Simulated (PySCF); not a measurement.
## Multinuclear NMR of C4H13OPSi3

Numbering as in the mapped SMILES `[CH3:1][C:2]#[C:3][Si@@H:4]([O:5][SiH3:6])[Si@@H:7]([CH3:8])[PH2:9]`; H(Xn) means a hydrogen on atom n.

Calculated, not measured (PySCF 2.14.0 with density-fitted response routines): GFN2-xTB geometry, shieldings: GIAO PBE0/pcSseg-1. No solvent model, no relativistic terms, averaged over atoms made equivalent by symmetry, fast rotation or ring inversion, one conformer.

(1) What are the $^{31}$P shifts?

(2) Predict the $^{29}$Si NMR data.

(3) Where does $^{17}$O resonate?

Answers

(1) 
```
atoms                   environment  σ (ppm)  δ (ppm)
   P9  phosphorus bonded to Si, 2 H    622.3   -245.4
```

Shieldings were converted by a linear fit to measured shifts: $^{31}$P (scatter 18.1 ppm rms vs H3PO4, solution or neat liquid). Occasional misses reach two or three times the rms, and more in compound classes unlike the fitted ones.

On a 600 MHz spectrometer $^{31}$P resonates near 242.9 MHz, so 1 ppm is 242.9 Hz.

(2) 
```json
{"atoms": "Si4", "environment": "silicon bonded to C, O, Si, H", "σ (ppm)": "388.8", "δ (ppm)": "-39.6"}
{"atoms": "Si6", "environment": "silicon bonded to O, 3 H", "σ (ppm)": "393.9", "δ (ppm)": "-43.8"}
{"atoms": "Si7", "environment": "silicon bonded to C, P, Si, H", "σ (ppm)": "405.9", "δ (ppm)": "-53.7"}
```

Shieldings were converted by a linear fit to measured shifts: $^{29}$Si: δ = 279.94 − 0.822σ (rms 8.9 ppm, 72 shifts, 25.8 ppm with the 6 outliers that the fit left out vs TMS, solution or neat liquid). A few per cent of atoms miss by over 2 rms, more outside the fitted compound classes.

On a 600 MHz spectrometer $^{29}$Si resonates near 119.2 MHz, so 1 ppm is 119.2 Hz.

(3) 
```csv
atoms,environment,σ (ppm),δ (ppm)
O5,oxygen bonded to 2 Si,323.6,-28.1
```

Shieldings were converted by a linear fit to measured shifts: $^{17}$O (scatter 10.7 ppm rms, 12.2 ppm with the 3 outliers that the fit left out vs liquid water, solution or neat liquid). Occasional misses reach two or three times the rms, and more in compound classes unlike the fitted ones.

On a 600 MHz spectrometer $^{17}$O resonates near 81.3 MHz, so 1 ppm is 81.3 Hz.
